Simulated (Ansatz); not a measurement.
Species: Si2H4F2, charge 0, singlet. Si2H4F2 (SMILES F[SiH2][SiH2]F).
B3LYP-D3(BJ)/def2-TZVP minimum from Ansatz (an electronic-structure program):
```
Si
F 1 1.6113
H 1 1.4804 2 107.99
H 1 1.4826 3 109.39 2 -117.24
Si 1 2.3528 3 111.82 4 -121.48
F 5 1.6113 1 110.10 3 -50.89
H 5 1.4804 6 107.99 1 122.34
H 5 1.4826 7 109.39 6 -117.24
```

Total energies in cc-pV(D+d)Z, 26 correlated electrons, 12 frozen orbitals. UHF or UKS for unpaired electrons; spin-orbit terms are left out. Correlated methods leave the cores frozen. No relativity.

```tsv
method	program	energy (Eh)	minus CCSDT(Q) (mEh)
HF	Ansatz	-779.19169	620.57
MP2	Ansatz	-779.75918	53.08
CCSD	Ansatz	-779.79909	13.17
CCSD(T)	Ansatz	-779.81001	2.25
CCSDT(Q)	Ansatz	-779.81226	0.00
```

Rough core times of Ansatz's runs on a shared machine: CCSD(T) under 20 s, CCSDT(Q) 30 min.
